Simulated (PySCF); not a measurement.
**Potential energy of InHg⁺ along the bond**

Set-up: basis In def2-SVP with ECP28, Hg def2-SVP with ECP60; scalar-relativistic core potentials; PySCF 2.14. Energies in eV from In⁺ + Hg in their ground configurations at the same level. State: ¹Σ⁺ (singlet), closed shell.

```
R (Å)    B3LYP  r²SCANh   r²SCAN
2.763  -0.0714  -0.2623  -0.2872
2.892  -0.2165  -0.3748  -0.3962
3.020  -0.2968  -0.4271  -0.4455
3.117  -0.3285  -0.4405  -0.4569
3.213  -0.3432  -0.4389  -0.4535
3.309  -0.3456  -0.4271  -0.4402
3.438  -0.3359  -0.4011  -0.4123
3.599  -0.3112  -0.3599  -0.3692
3.791  -0.2730  -0.3065  -0.3141
4.048  -0.2195  -0.2391  -0.2448
```

**Question.** Put a parabola through the three lowest points of the B3LYP curve and estimate Re, k and ωe (reduced mass 73.24 u; 1 eV/Å² = 0.16022 mdyn/Å; ωe = 1302.8·√(k/μ) cm⁻¹).

**Answer.** Through R = 3.213, 3.309, 3.438 Å the second-order coefficient is 0.445 eV/Å², so Re ≈ 3.289 Å, k ≈ 0.143 mdyn/Å and ωe ≈ 58 cm⁻¹. A polynomial fit of higher order to the unrounded B3LYP energies gives Re = 3.284 Å, k = 0.162 mdyn/Å, ωe = 61.3 cm⁻¹; anharmonicity and rounding make the difference.

The higher-order fit for each curve: B3LYP: Re = 3.284 Å, ωe = 61.3 cm⁻¹, De = 0.346 eV; r²SCANh: Re = 3.152 Å, ωe = 71.9 cm⁻¹, De = 0.441 eV; r²SCAN: Re = 3.138 Å, ωe = 73.2 cm⁻¹, De = 0.457 eV.

Closed-shell solutions of metal pairs were not tested for spin polarisation, which can lower them a little. Spin–orbit coupling is left out. For an ion De counts to the pair picked by the measured ionisation energies or electron affinities, which need not be the lowest pair at this level.
